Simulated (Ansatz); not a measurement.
This Ansatz (a first-principles code) input (CCSD(T)/def2-TZVP) gives -0.49981 Eh with 6 basis functions.

Ansatz 0.2 input:
```yaml
crystal:
  periodic: [false, false, false]
  atoms:
    - {symbol: H, position_ang: [0.00000000, 0.00000000, 0.00000000]}
basis:
  gaussian:
    orbitals: def2-TZVP
magnetization: {spin_polarized: true, initial_magnetization: 1}
correlation: {method: ccsd_t, electrons: outside_noble_gas}
scf: {lower_state_search: full}
```

Change:
```diff
- orbitals: def2-TZVP
+ orbitals: def2-SVP
```

Problem. What does the run give now?

Solution. -0.49928 Eh (CCSD(T)/def2-SVP, 5 functions), a change of +0.53 mEh.
